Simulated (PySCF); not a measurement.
TiFH₃, SMILES [F][TiH3], multiplicity 1.

Geometry: PBE0-D3(BJ)/def2-TZVP. The multiplicity is an assumed one; no other spin state was optimised. The structure was generated by enumeration; whether it is a known compound was not checked.

Two levels are set side by side: PBE/def2-TZVPD (PySCF) and CAM-B3LYP/def2-TZVPD (PySCF). Same geometry, gas phase. Differences are taken from unrounded values.

| quantity | CAM-B3LYP |
|---|---|
| orbital gap (eV) | 8.75 |
| highest occupied level (eV) | -10.59 |
| lowest empty level (eV) | -1.84 |
| dipole moment (D) | 0.71 |
| mean polarisability (bohr³) | 44.1 |

### Question
What does PBE give, and how far is it from CAM-B3LYP? (Estimate from the structure and the level; the computed values follow.)

### Answer

```csv
quantity,PBE,PBE minus CAM-B3LYP
orbital gap (eV),3.31,-5.45
highest occupied level (eV),-7.59,3.00
lowest empty level (eV),-4.29,-2.45
dipole moment (D),0.45,-0.26
mean polarisability (bohr³),45.6,1.5
```

Without exact exchange PBE keeps part of each electron's self-repulsion, which lifts occupied levels and narrows the gap. Loosely held outer electrons make PBE densities more polarisable. Differences between two approximate levels are no errors against the true value.

Rough cost on one machine, each run with all the roots and properties that it gave: CAM-B3LYP against PBE within a factor of 2.
